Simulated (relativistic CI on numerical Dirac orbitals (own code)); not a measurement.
# Sc2+: resonant inelastic scattering at the M2,3 edge

Computed with this model: Dirac-Coulomb-Breit CI, separate exchange-only KLI orbitals for each configuration, model QED (radiative potential, 1s self-energy scaled to tabulated hydrogen-like ionisation energies), valence Slater integrals scaled by 0.7, Kramers-Heisenberg scattering through one core-hole configuration in a parametric crystal field; configurations [Ar] 3d → [Ne] 3s2 3p5 3d2; 10 K; core-hole width 0.8 eV; summed over polarisations. Incident energies are the highest absorption maxima for each field (at most a few, so the weaker spin-orbit partner edge can be absent), on the computed scale of the free ion. Intensities are in per cent of the strongest line above 0.02 eV; levels within 1 cm⁻¹ are merged; final levels count from the ground level, the first row holds all elastic scattering, lines under 0.4 are left out and each table stops after 24 rows. The scale of the Slater integrals is a model choice and moves the terms in proportion.

Field parameters in Wybourne normalisation: D4h B²₀ = −7Ds, B⁴₀ = 21(Dq − Dt), B⁴₄ = 21√(5/14) Dq; Td as Oh with Dq negative (B⁴₀ = 21Dq, B⁴₄ = √(5/14) B⁴₀). The field is a parameter set, without covalency.

S is read from ⟨S²⟩ = S(S + 1).

D4h, 10Dq = 25600, Ds = 2400, Dt = 420 cm⁻¹:

| Final level (eV) | Degeneracy | Irrep | S | 38.5 eV | 41.2 eV |
| --- | --- | --- | --- | --- | --- |
| 0.000 | 2 | Γ6 | 0.50 | 349.8 | 466.6 |
| 0.008 | 2 | Γ7 | 0.50 | 22.5 | 103.0 |
| 0.636 | 2 | Γ7 | 0.50 | 12.1 | 100.0 |
| 2.360 | 2 | Γ6 | 0.50 | 42.6 | 86.3 |
| 3.810 | 2 | Γ7 | 0.50 | 4.6 | 5.1 |

Td, 10Dq = -9300 cm⁻¹:

| Final level (eV) | Degeneracy | Irrep | S | 38.1 eV | 41.2 eV |
| --- | --- | --- | --- | --- | --- |
| 0.000 | 4 | Γ8 | 0.50 | 170.7 | 167.4 |
| 1.149 | 4 | Γ8 | 0.50 | 55.2 | 100.0 |
| 1.161 | 2 | Γ7 | 0.50 | 20.9 | 56.2 |

For the first field the strongest loss at the lowest incident energy is the level at 2.36 eV (S = 0.50, against 0.50 in the thermal ground state).
